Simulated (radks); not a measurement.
Values are calculated unless marked as measured or tabulated.
Question: These are the eigenvalues of the occupied orbitals of an atom or ion with whole-number occupations (hartree). Code: a radial shooting solver on a logarithmic mesh with Libxc functionals. Model: scalar-relativistic Kohn-Sham, LDA (Slater exchange, Perdew-Wang correlation), spin-polarised, spherical densities, point nucleus.

orbital  eigenvalue
1s up     -430.7227
1s down   -430.7204
2s up     -55.33878
2s down   -55.33754
2p up     -48.67539
2p down   -48.67347
3s up      -7.75195
3s down    -7.74911
3p up      -5.69090
3p down    -5.68755
3d up      -2.28922
3d down    -2.28393
4s up      -1.25684
4s down    -1.22140
4p up      -0.85922

Which element is it, and in what charge state? The configuration may be excited. Open shells, if any, are filled with parallel spins first.

Answer: Z = 33, arsenic, charge +2: As2+ in [Ar] 3d10 4s2 4p1. The list shows which subshells hold electrons but not how many an open one holds; the 1s level, -430.72 hartree, gives Z - s = 29.4 by -(Z - s)^2/2, which with screening and relativity narrows Z to a few neighbours, and the depths of the outer levels then fix element, charge and occupations together.
